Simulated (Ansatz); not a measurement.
`[SiH3][SnH]([Cl])[Cl]` + `C#[C][Sn]([Cl])([Cl])[Cl]` → `C#[C][SnH]([Cl])[Cl]` + `[SiH3][Sn]([Cl])([Cl])[Cl]` at 400 K and 1 bar (redistribution).

Gas-phase electronic energies from Ansatz, PBE0-D4/def2-TZVP geometries. CCSD(T)/CBS is the MP2 limit (def2-TZVPP, def2-QZVPP) plus CCSD(T) − MP2 in def2-TZVPP, frozen cores. Elements past krypton have def2 core potentials. For Sn outer-core shells are correlated without core-valence functions, which leaves a few kJ/mol of doubt a bond.

```tsv
species	CCSD(T)/CBS energy (Eh)	H − E (kJ/mol)	S (J/(mol·K))
`[SiH3][SnH]([Cl])[Cl]`	-1425.15460	124.7	423.9
`C#[C][Sn]([Cl])([Cl])[Cl]`	-1670.14099	96.8	436.0
`C#[C][SnH]([Cl])[Cl]`	-1210.91086	106.9	407.5
`[SiH3][Sn]([Cl])([Cl])[Cl]`	-1884.38944	114.9	453.9
```

H − E and S are ideal-gas, rigid-rotor, harmonic terms from PBE0-D4/def2-TZVP. 1 Eh = 2625.50 kJ/mol, R = 8.31446 J/(mol·K).

Question: By hand: ΔE, ΔH, ΔS and ΔG.

Answer: ΔE = (-1210.91086) + (-1884.38944) − (-1425.15460) − (-1670.14099) = -0.00471 Eh = -12.4 kJ/mol. Δ(H − E) = 106.9 + 114.9 − 124.7 − 96.8 = 0.3, so ΔH = -12.1 kJ/mol. ΔS = 407.5 + 453.9 − 423.9 − 436.0 = 1.5 J/(mol·K). ΔG = -12.1 − 400 × (1.5)/1000 = -12.7 kJ/mol.

Question: By hand: the equilibrium constant, and the temperature at which ΔG would vanish if ΔH and ΔS stayed fixed.

Answer: log₁₀ K = −ΔG/(RT ln 10) = 1.7. ΔH and −TΔS have one sign here, so there is no such temperature.

The number of gas molecules stays the same, so ΔS is small and ΔH decides. A doubt of 5 kJ/mol in ΔE shifts log₁₀ K by 0.7 here. These are equilibria of isolated gas molecules and say nothing of rates. Largest T1 diagnostic: 0.012 (customary marks: 0.02 for closed shells, 0.045 for open ones).

ΔS is within the doubt of such terms, so its sign, and with it that verdict, could turn.
